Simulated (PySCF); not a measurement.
Compound: C6H10OS2Si.
Atom-mapped SMILES: `[CH3:1][C:2](=[S:3])/[CH:4]=[CH:5]\[Si@H:6]1[O:7][CH2:8][CH2:9][S:10]1`

Geometry (GFN2-xTB, Å), atoms numbered from 1 in this order:
```xyz
20
C6H10OS2Si angstrom
C     -3.742   -0.039   -1.020
C     -2.299   -0.104   -0.665
S     -1.279   -1.122   -1.453
C     -1.810    0.775    0.356
C     -0.551    0.707    0.808
Si     0.604   -0.694    0.293
O      1.540   -0.403   -1.002
C      2.926   -0.314   -0.820
C      3.243    0.330    0.517
S      2.224   -0.485    1.773
H     -3.975    0.943   -1.434
H     -4.355   -0.172   -0.128
H     -3.993   -0.800   -1.752
H     -2.512    1.510    0.732
H     -0.233    1.396    1.576
H      0.252   -2.073    0.608
H      3.351   -1.323   -0.855
H      3.332    0.277   -1.647
H      4.289    0.211    0.786
H      2.983    1.389    0.505
```

Definitions: NICS(0) = −σiso at the ring centroid; NICS(1) = −σiso and NICS(1)zz = −σzz at ±1 Å along the ring normal z. Level: GIAO PBE0/pcSseg-1 (PySCF, non-relativistic, gas phase) on the GFN2-xTB geometry, one conformer.

Ring bond lengths (Å), with Mayer bond orders in brackets: Si6–O7 1.624 (1.00), O7–C8 1.401 (0.89), C8–C9 1.518 (1.02), C9–S10 1.810 (1.00), S10–Si6 2.204 (0.81).

Task: What do the NICS probes read (ppm)?

Result: 
```json
{"ring": "Si6–O7–C8–C9–S10", "type": "5-membered ring with O, S and Si; formal bonds all single", "NICS(0)": "-7.4", "NICS(1), two faces": "-3.5 / -3.7", "NICS(1)zz, two faces": "-3.3 / -3.0", "rms pucker (Å)": "0.19", "centre to ring atoms, mean (Å)": "1.42"}
```

Task: What can be read from them?

Result: 
- Si6–O7–C8–C9–S10: mean NICS(1)zz -3.2 ppm, shielded. Si6, C8, C9 have four or more neighbours; no verdict on aromaticity is drawn.

Task: At the second NICS(1) probe listed for ring Si6–O7–C8–C9–S10, 1 Å off the ring, how large is the induced field along the normal in 14.1 T applied along it?

Result: NICSzz × B0 = -3.0 ppm × 14.1 T = -42 μT, against the applied field.

Task: List the ring angles and the Hirshfeld charges of the ring atoms.

Result: 
- Si6–O7–C8–C9–S10: Si6 95.4° (+0.313 e), O7 118.6° (-0.234 e), C8 110.3° (+0.001 e), C9 107.6° (-0.085 e), S10 89.5° (-0.161 e); sum 521.4° against 540° for a flat convex ring.
